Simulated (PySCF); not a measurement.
## MgTl: frontier orbitals

LC-ωPBE at R = 3.048 Å; Mg cc-pVDZ, Tl cc-pVDZ-PP with ECP60; scalar-relativistic core potentials (PySCF 2.14). State: ²Π (doublet), unpaired electrons π ↑. Only the outer orbitals are listed, counted within each symmetry, core potentials removing the inner ones.

| spin | orbital | occ. | ε (eV) | on Mg (%) | main shells (%) |
| --- | --- | --- | --- | --- | --- |
| α | 6σ | 1 | -20.25 | 0 | 100 Tl d |
| α | 3π | 1 | -20.22 | 0 | 100 Tl d |
| α | 1δ | 1 | -20.03 | 0 | 100 Tl d |
| α | 3π | 1 | -20.00 | 0 | 100 Tl d |
| α | 1δ | 1 | -19.95 | 0 | 100 Tl d |
| α | 7σ | 1 | -13.66 | 9 | 90 Tl s |
| α | 8σ | 1 | -7.65 | 76 | 76 Mg s, 17 Tl p |
| α | 4π | 1 | -5.57 | 12 | 88 Tl p, 11 Mg p |
| α | 9σ | 0 | -0.39 | 55 | 45 Tl p, 36 Mg p, 19 Mg s |
| α | 4π | 0 | -0.30 | 38 | 62 Tl p, 38 Mg p |
| α | 5π | 0 | 0.91 | 89 | 89 Mg p, 10 Tl p |
| β | 6σ | 1 | -20.22 | 0 | 100 Tl d |
| β | 3π | 1 | -20.20 | 0 | 100 Tl d |
| β | 1δ | 1 | -19.92 | 0 | 100 Tl d |
| β | 3π | 1 | -19.87 | 0 | 100 Tl d |
| β | 1δ | 1 | -19.82 | 0 | 100 Tl d |
| β | 7σ | 1 | -12.61 | 9 | 91 Tl s |
| β | 8σ | 1 | -7.58 | 87 | 85 Mg s |
| β | 9σ | 0 | -0.20 | 48 | 52 Tl p, 43 Mg p |
| β | 4π | 0 | -0.09 | 49 | 50 Tl p, 49 Mg p |
| β | 4π | 0 | 0.27 | 65 | 64 Mg p, 35 Tl p |

Task: Which are the highest filled and the lowest empty level, where do they sit, and how wide is the gap?

Result: Highest filled α 4π at -5.57 eV (in %: 88 Tl p, 11 Mg p); lowest empty α 9σ at -0.39 eV (in %: 45 Tl p, 36 Mg p, 19 Mg s); the gap at LC-ωPBE is 5.18 eV.

| Property | Result |
| --- | --- |
| bond order (Mayer) | 0.69 |
| ⟨S²⟩ | 0.805 |
| charge on Mg (Mulliken, basis-dependent) | 0.07 |
| charge on Mg (Löwdin, basis-dependent) | 0.15 |
| dipole moment (positive dipole means Mg(−)Tl(+)) | -0.98 D |

Spin–orbit coupling is left out, which matters for elements this heavy, above all for dissociation energies. The state was picked by a PBE0 search and need not be the measured ground state.
